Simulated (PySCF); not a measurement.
A structure optimised at PBE-D3(BJ)/def2-TZVP, used in a PySCF frequency run:

```xyz
3

O      0.0000    -1.3685    -0.6041
Se     0.0000     0.0000     0.2843
O      0.0000     1.3685    -0.6041
```
Charge 0, spin multiplicity 1.

Write its SMILES, formula and point group.

O=[Se]=O, O2Se, C2v

What are its rotational constants (standard atomic weights)?

28.125, 8.4339, 6.4882 GHz
